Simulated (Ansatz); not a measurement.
Ideal-gas functions of B₂Br₂H₄, SMILES `[BH2-]1[Br+][BH2-][Br+]1` at 600 K and 1 bar, from an Ansatz frequency run at PBE0-D4/def2-TZVP.

Molar mass 185.46 g/mol, point group C2v (symmetry number 2), electronic degeneracy 1, moments of inertia 63.1, 398.036, 444.529 u Å². Harmonic wavenumbers (cm⁻¹, unscaled): 84, 174, 358, 439, 454, 502, 702, 725, 807, 815, 957, 1047, 1132, 1141, 2616, 2619, 2738, 2739.

Use S(trans) = R[1.5 ln M + 2.5 ln T − 1.1517]; rotational temperatures θ = 24.2544 K / I; S(rot) = R[ln(√π/σ · √(T³/θAθBθC)) + 1.5]; for each mode x = 1.438777 ν̃/T, S = R[x/(eˣ − 1) − ln(1 − e⁻ˣ)] and H = RT x/(eˣ − 1); 1 cm⁻¹ = 0.0119627 kJ/mol; R = 8.31446 J/(mol·K).

Task: By hand: the entropy, in J/(mol·K).

Result: Translation 188.5. Rotation: θ = 0.3844, 0.0609, 0.0546 K, giving 118.9. Vibration, mode by mode: 21.65, 15.64, 9.83, 8.26, 8.01, 7.26, 4.90, 4.69, 4.01, 3.95, 3.02, 2.55, 2.17, 2.13, 0.11, 0.11, 0.09, 0.09, in all 98.5. Electronic 0.0. Sum 405.9 J/(mol·K).

Task: By hand: H − E and G − E in kJ/mol, counted from the electronic energy.

Result: Zero-point energy ½ × 20049 × 0.0119627 = 119.9; thermal vibration 31.3; translation, rotation and pV give 4 RT = 20.0. H − E = 171.2 kJ/mol, and G − E = 171.2 − 600 × 405.9/1000 = -72.3 kJ/mol.

Vibration gives 24 % of the entropy, 21.7 J/(mol·K) of it from the mode under 150 cm⁻¹: soft modes count most, and the harmonic formula is weakest for them.
